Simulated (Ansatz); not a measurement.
Start from `N=CS[CH2][AlH2]` and change one atom or group to get `CSC=N`.

Ansatz, PBE0-D4/def2-TZVP geometries, multiplicity 1. Each molecule was computed in one conformer, which needn't be the lowest.

```
                             property  `N=CS[CH2][AlH2]`
    LUMO energy (PBE/def2-TZVPP) / eV              -1.99
  HOMO energy (B3LYP/def2-TZVPP) / eV              -7.00
  HOMO–LUMO gap (PBE/def2-TZVPP) / eV               4.11
HOMO–LUMO gap (B3LYP/def2-TZVPP) / eV               5.82
 HOMO–LUMO gap (PBE0/def2-TZVPP) / eV               6.24
    HOMO energy (PBE/def2-TZVPP) / eV              -6.10
```

Problem. What does the change do to each property? (Estimate.)

Solution. Computed: 
```tsv
property	`CSC=N`	shift
LUMO energy (PBE/def2-TZVPP) / eV	-1.19	0.80
HOMO energy (B3LYP/def2-TZVPP) / eV	-6.65	0.35
HOMO–LUMO gap (PBE/def2-TZVPP) / eV	4.55	0.44
HOMO–LUMO gap (B3LYP/def2-TZVPP) / eV	6.25	0.43
HOMO–LUMO gap (PBE0/def2-TZVPP) / eV	6.70	0.46
HOMO energy (PBE/def2-TZVPP) / eV	-5.74	0.36
```

With PBE0 the HOMO rises by 0.35 eV and the LUMO rises by 0.81 eV, so the gap widens by about 0.46 eV. PBE moves the HOMO by 0.36 eV and ωB97M-V by 0.33 eV.

B3LYP here is the variant with VWN-RPA as its local correlation; programs differ in this.
